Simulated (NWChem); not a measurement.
Molecule: CH₆OSi; SMILES C(O)[SiH3]

```xyz
9

O      0.3630     1.6549    -0.0717
C     -0.6432     0.6483     0.0155
Si     0.1150    -1.1088    -0.0176
H      0.9257     1.5685     0.7199
H     -1.3027     0.7754    -0.8696
H     -1.3083     0.7715     0.9070
H      1.0990    -1.2074     1.1212
H      0.8625    -1.3312    -1.3023
H     -0.9302    -2.1820     0.1514
```
Atoms are numbered in this order, from 1.

Results from NWChem. Coordinates come from a PBE-D3(BJ)/def2-SVP optimisation. Vertical excitations in the gas phase; the lowest state need not have the same character in each row.

### Question
Among these, which level gives the highest value of “lowest excitation, singlet (eV)”?
(A) BHandHLYP/def2-SVP, TDA
(B) Hartree-Fock/def2-SVP, CIS
(C) PBE/def2-SVP, TDA
(D) B3LYP/def2-SVP, TDA

### Answer
B, Hartree-Fock/def2-SVP, CIS. Values: PBE/def2-SVP, TDA 5.97; B3LYP/def2-SVP, TDA 6.58; BHandHLYP/def2-SVP, TDA 7.32; Hartree-Fock/def2-SVP, CIS 8.38
